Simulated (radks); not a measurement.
The neon ion Ne+, 9 electrons, occupied as [He] 2s2 2p5. All-electron calculation, non-relativistic Kohn-Sham, PBE, spin-polarised, spherical densities, point nucleus; open shells are filled with parallel spins first. Program: a radial shooting solver on a logarithmic mesh with Libxc functionals.

Unscreened Slater integrals over Kohn-Sham orbitals (cm^-1). They are taken over the spin-up orbitals.

integral     value
F0(2p,2p)   232520
F2(2p,2p)   104380
F0(2p,2s)   231130
G1(2p,2s)   139500
F0(2p,1s)   335000
G1(2p,1s)    38631
F0(2s,2s)   231700
F0(2s,1s)   329500
G0(2s,1s)    24630
F0(1s,1s)  1306400

Derived for the open shells (J is the average intra-shell exchange parameter used in DFT+U). 2p: J = F2/5 = 20880 cm^-1.
